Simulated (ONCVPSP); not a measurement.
# PBEsol ONCV dataset for S (Z = 16), non-relativistic all-electron reference.

ONCVPSP 4.0.1 was run on this input:

```
# ATOM AND REFERENCE CONFIGURATION
# atsym  z   nc   nv     iexc    psfile
  S 16.00    1    4  -116133      upf
#
#   n    l    f
    1    0    2.00
    2    0    2.00
    2    1    6.00
    3    0    2.00
    3    1    4.00
#
# PSEUDOPOTENTIAL AND OPTIMIZATION
# lmax
    2
#
#   l,   rc,      ep,       ncon, nbas, qcut
    0    0.85    0.00    4    8   12.10
    1    0.90    0.00    4    9   13.30
    2    0.80    0.05    4    8   12.80
#
# LOCAL POTENTIAL
# lloc, lpopt,  rc(5),   dvloc0
    4    5    0.75    0.00
#
# VANDERBILT-KLEINMAN-BYLANDER PROJECTORs
# l, nproj, debl
    0    2    3.40
    1    2    3.80
    2    2    1.30
#
# MODEL CORE CHARGE
# icmod, fcfact, rcfact
    1    0.25    0.00
#
# LOG DERIVATIVE ANALYSIS
# epsh1, epsh2, depsh
   -9.00    5.00    0.04
#
# OUTPUT GRID
# rlmax, drl
    6.00    0.01
#
# TEST CONFIGURATIONS
# ncnf
    4
# nvcnf
#   n    l    f
    4
    2    0    2.00
    2    1    6.00
    3    0    2.00
    3    1    3.00
#
    4
    2    0    2.00
    2    1    6.00
    3    0    2.00
    3    1    2.00
#
    4
    2    0    2.00
    2    1    6.00
    3    0    2.00
    3    1    1.00
#
    4
    2    0    2.00
    2    1    6.00
    3    0    2.00
    3    1    3.50
#
```

Command:

```bash
oncvpspnr.x < S.dat > S.out
```

The program printed (shortened: citation, most of the input echo, consistency checks and plot data are left out):

```
ONCVPSP  (Optimized Norm-Conservinng Vanderbilt PSeudopotential)
scalar-relativistic version 4.0.1

#   n    l    f        energy (Ha)
    1    0    2.00    -8.7955806E+01
    2    0    2.00    -7.7160916E+00
    2    1    6.00    -5.7440376E+00
    3    0    2.00    -6.2771906E-01
    3    1    4.00    -2.5690843E-01

Reference configufation results
  iterations    23
  all-electron total energy (Ha)   -3.97278739D+02

Begin loop to  construct optimized pseudo wave functions
and semi-local pseudopoentials for all angular momenta

Calculating optimized projector #   1

 for l=   0

    Fraction of norm inside rc  0.945100
    Optimizing pswf for qcut=  12.12 a_B^-1,  ecut=  73.42 Ha
    Residual kinetic energy error=  3.57D-06 Ha

    Energy error per electron        Cutoff
         Ha          eV             Ha
         0.01000     0.27211       34.06
         0.00100     0.02721       43.04
         0.00010     0.00272       50.58
         0.00001     0.00027       57.68

Calculating optimized projector #   2

 for l=   0

    Fraction of norm inside rc  0.061264
    Optimizing pswf for qcut=  12.12 a_B^-1,  ecut=  73.42 Ha
    Residual kinetic energy error=  2.97D-05 Ha

    Energy error per electron        Cutoff
         Ha          eV             Ha
         0.01000     0.27211       26.37
         0.00100     0.02721       35.60
         0.00010     0.00272       47.17
         0.00001     0.00027      126.20

Calculating optimized projector #   1

 for l=   1

    Fraction of norm inside rc  0.960394
    Optimizing pswf for qcut=  13.32 a_B^-1,  ecut=  88.66 Ha
    Residual kinetic energy error=  4.93D-04 Ha

    Energy error per electron        Cutoff
         Ha          eV             Ha
         0.01000     0.27211       72.36
         0.00100     0.02721       84.25
         0.00010     0.00272      242.36
         0.00001     0.00027      360.85

Calculating optimized projector #   2

 for l=   1

    Fraction of norm inside rc  0.050423
    Optimizing pswf for qcut=  13.32 a_B^-1,  ecut=  88.66 Ha
    Residual kinetic energy error=  3.35D-04 Ha

    Energy error per electron        Cutoff
         Ha          eV             Ha
         0.01000     0.27211       65.88
         0.00100     0.02721       81.67
         0.00010     0.00272      127.87
         0.00001     0.00027      393.32

   Wellstate for l =  2  n =  3
     eigenvalue =   0.0500
     asymptotic potential =   0.5500
     half-point radius = 35.9535

   Wellstate for l =  2  n =  4
     eigenvalue =   1.3500
     asymptotic potential =   1.8500
     half-point radius =  3.5554

Calculating optimized projector #   1

 for l=   2

    Fraction of norm inside rc  0.000197
    Optimizing pswf for qcut=  12.81 a_B^-1,  ecut=  82.08 Ha
    Residual kinetic energy error=  2.09D-07 Ha

    Energy error per electron        Cutoff
         Ha          eV             Ha
         0.01000     0.27211        0.48
         0.00100     0.02721        6.51
         0.00010     0.00272       24.19
         0.00001     0.00027       47.53

Calculating optimized projector #   2

 for l=   2

    Fraction of norm inside rc  0.041347
    Optimizing pswf for qcut=  12.81 a_B^-1,  ecut=  82.08 Ha
    Residual kinetic energy error=  5.83D-05 Ha

    Energy error per electron        Cutoff
         Ha          eV             Ha
         0.01000     0.27211       35.24
         0.00100     0.02721       58.33
         0.00010     0.00272       77.82
         0.00001     0.00027      137.11

Construct Vanderbilt / Kleinmman-Bylander projectors

B matrix Hermiticity error, ll=   0
   1   2    1.4556E-08

  Orthonormal projector coefficients  5.2661E+00 -5.8147E-01

B matrix Hermiticity error, ll=   1
   1   2   -6.2176E-08

  Orthonormal projector coefficients -1.5510E+01 -5.6469E+00

B matrix Hermiticity error, ll=   2
   1   2   -1.4208E-10

  Orthonormal projector coefficients -3.7767E+01 -3.4805E+00

Model core correction analysis
  based on d2Exc/dn_idn_j

d2excae - all-electron derivatives

   -9.667286D-02   -8.770769D-02   -4.329864D-03   -2.430846D-03
   -8.779649D-02   -9.810496D-02   -4.524046D-03   -3.665794D-03
   -6.155521D-03   -6.066490D-03   -4.573455D-04   -2.857225D-04
   -3.533051D-03   -4.596498D-03   -2.737152D-04   -2.436590D-04

d2excps - pseudofunction derivatives with no core correction

   -1.022571D-01   -9.006483D-02   -5.832755D-03   -3.444182D-03
   -9.015221D-02   -9.328880D-02   -4.150046D-03   -3.244089D-03
   -7.660175D-03   -5.692447D-03   -5.719045D-04   -3.085189D-04
   -4.546538D-03   -4.174768D-03   -2.965111D-04   -2.134122D-04

rms 2nd derivative error    2.131773E-03

Polynomial model core charge

d2excps - pseudofunction derivatives with core correction

   -9.115489D-02   -8.820035D-02   -4.652204D-03   -3.288287D-03
   -8.828743D-02   -9.288960D-02   -3.948761D-03   -3.202351D-03
   -6.477906D-03   -5.491129D-03   -4.465498D-04   -2.921987D-04
   -4.390573D-03   -4.133041D-03   -2.801908D-04   -2.097942D-04

rms 2nd derivative error    1.951010E-03

Pseudoatom total energy -146.878838

Diagnostic tests using Vanderbilt-Kleinman-Bylander pseudopotentials
  1 or more projectors used as specified by nproj input data

   l    rcore       rmatch      e in        delta e   norm test  slope test

   0   0.8503606   0.8761794  -7.7160916   0.0000002   1.0000001   1.0000001
   0   0.8503606   0.8761794  -0.6277191   0.0000000   1.0000000   1.0000000

   1   0.9027821   0.9301925  -5.7440376  -0.0000017   0.9999988   0.9999986
   1   0.9027821   0.9301925  -0.2569084  -0.0000000   0.9999999   1.0000000

   2   0.8009830   0.8253026   0.0500000  -0.0000001   1.0000000   1.0000000
   2   0.8009830   0.8253026   1.3500000  -0.0000001   1.0000000   1.0000000

 Testing for bound ghosts
   n   l    E NL Schr. Eq   E Basis Diag.   E Cutoff

   1   0       -7.716091       -7.716085    364.78
   2   0       -0.627719       -0.367922    364.78

   2   1       -5.744039       -5.744021    486.67
   3   1       -0.256908        0.043753    486.67

 Testing for highly-localized positive-energy ghosts
       l    <radius>/rc     E Basis Diag.   E Cutoff

Test configuration 0

   n   l     f        eae           eps        diff
   1   0  2.0000  -87.95580584
   2   0  2.0000   -7.71609164   -7.71609140    2.43D-07
   2   1  6.0000   -5.74403758   -5.74403929   -1.71D-06
   3   0  2.0000   -0.62771906   -0.62771906    0.00D+00
   3   1  4.0000   -0.25690843   -0.25690845   -1.57D-08

    Total energies and differences
      AE_ref= -3.97278739D+02  AE_tst= -3.97278739D+02  dif=  0.00D+00
      PS_ref= -1.46878838D+02  PS_tst= -1.46878838D+02  dif=  6.54D-13
      PSP excitation error= -6.54D-13

Test configuration 1

   n   l     f        eae           eps        diff
   1   0  2.0000  -88.39567702
   2   0  2.0000   -8.14692526   -8.14645960    4.66D-04
   2   1  6.0000   -6.17584552   -6.17418533    1.66D-03
   3   0  2.0000   -1.00821998   -1.00822764   -7.66D-06
   3   1  3.0000   -0.61621819   -0.61617330    4.49D-05

    Total energies and differences
      AE_ref= -3.97278739D+02  AE_tst= -3.96847051D+02  dif=  4.32D-01
      PS_ref= -1.46878838D+02  PS_tst= -1.46447166D+02  dif=  4.32D-01
      PSP excitation error=  1.63D-05

Test configuration 2

   n   l     f        eae           eps        diff
   1   0  2.0000  -88.92729555
   2   0  2.0000   -8.66018447   -8.65911318    1.07D-03
   2   1  6.0000   -6.69099678   -6.68627517    4.72D-03
   3   0  2.0000   -1.43986620   -1.43985416    1.20D-05
   3   1  2.0000   -1.02694908   -1.02674539    2.04D-04

    Total energies and differences
      AE_ref= -3.97278739D+02  AE_tst= -3.96029256D+02  dif=  1.25D+00
      PS_ref= -1.46878838D+02  PS_tst= -1.45629482D+02  dif=  1.25D+00
      PSP excitation error=  1.27D-04

Test configuration 3

   n   l     f        eae           eps        diff
   1   0  2.0000  -89.54185735
   2   0  2.0000   -9.24552475   -9.24368230    1.84D-03
   2   1  6.0000   -7.27928838   -7.26987230    9.42D-03
   3   0  2.0000   -1.91135033   -1.91125557    9.48D-05
   3   1  1.0000   -1.47872446   -1.47816579    5.59D-04

    Total energies and differences
      AE_ref= -3.97278739D+02  AE_tst= -3.94779486D+02  dif=  2.50D+00
      PS_ref= -1.46878838D+02  PS_tst= -1.44380074D+02  dif=  2.50D+00
      PSP excitation error=  4.89D-04

Test configuration 4

   n   l     f        eae           eps        diff
   1   0  2.0000  -88.16343452
   2   0  2.0000   -7.92025633   -7.92004091    2.15D-04
   2   1  6.0000   -5.94858454   -5.94791521    6.69D-04
   3   0  2.0000   -0.81060415   -0.81060929   -5.14D-06
   3   1  3.5000   -0.42925918   -0.42924634    1.28D-05

    Total energies and differences
      AE_ref= -3.97278739D+02  AE_tst= -3.97107857D+02  dif=  1.71D-01
      PS_ref= -1.46878838D+02  PS_tst= -1.46707958D+02  dif=  1.71D-01
      PSP excitation error=  2.89D-06
```

oncvpspnr.x prints “scalar-relativistic version” in its banner although the run is non-relativistic.

The run took about 4.5 s on one core of a shared server CPU.
